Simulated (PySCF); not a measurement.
Cartesian coordinates in Å; atom numbers follow the order of the lines, from 1:
```xyz
18

C     3.365   -0.708   -0.165
O     1.980   -0.688    0.130
C     1.260    0.239   -0.513
O     1.738    1.013   -1.304
C    -0.177    0.200   -0.142
C    -1.039    1.113   -0.760
C    -2.392    1.129   -0.448
C    -2.871    0.220    0.491
F    -4.164    0.232    0.796
C    -2.037   -0.700    1.119
C    -0.684   -0.706    0.797
H     3.841    0.241    0.126
H     3.535   -0.862   -1.241
H     3.791   -1.537    0.411
H    -0.619    1.810   -1.488
H    -3.084    1.831   -0.916
H    -2.459   -1.394    1.848
H    -0.007   -1.415    1.275
```

How the numbers were obtained: geometry: PBE0-D3(BJ)/def2-SVP, PBE0/pcSseg-1 with gauge-including orbitals, couplings computed with B3LYP/pcJ-1 (spin–dipole term only in couplings to heteroatoms), in PySCF 2.14 (fast rotation and ring inversion assumed for equivalent nuclei, one computed conformer, in vacuum, no relativistic terms).

Q: Predict the 2D correlation tables (HSQC, COSY, HMBC).

A: 

HSQC (one-bond C–H):
```csv
δH,δC,"¹J(C,H) (Hz)"
8.34 (H15/H18),138.9 (C6/C11),174
7.18 (H16/H17),120.0 (C7/C10),172
3.86 (H12/H13/H14),52.4 (C1),152
```

COSY cross peaks (|J| ≥ 2 Hz):
```csv
δH,δH,abs. J (Hz),bonds
8.34 (H15/H18),7.18 (H16/H17),9.8,3
```

HMBC (two and three bonds, |J| ≥ 2.5 Hz):
```csv
δH,δC [abs. J in Hz]
8.34 (H15/H18),"173.7 (C8) [11.5], 169.0 (C3) [4.4], 138.9 (C6/C11) [7.5]"
7.18 (H16/H17),"173.7 (C8) [4.2], 129.1 (C5) [7.9], 120.0 (C7/C10) [4.5]"
3.86 (H12/H13/H14),169.0 (C3) [4.3]
```

Shifts are taken against calculated references (same method and geometry level): ¹H and ¹³C against TMS.

Common functionals overestimate the size of one-bond C–F couplings by tens of Hz; these are unscaled. Unscaled 3J(H,H) at this level run about 10 % above measured values. Shifts are as computed. Against solution values, carbons near 30 ppm lie about +2 ppm off and those near 130 ppm about +5 ppm (rms about the fit 1.9 ppm; single classes can miss by 10 ppm). Of 1328 compounds with measured shifts, 309 miss one by over three times the rms of a fit or turn the order of signals round; such compounds aren't used in these exercises. Signals without a measured value on file couldn't be tested in this way; 1H shifts scatter by 0.2 ppm about their fit, and single ones miss by 0.5 ppm.
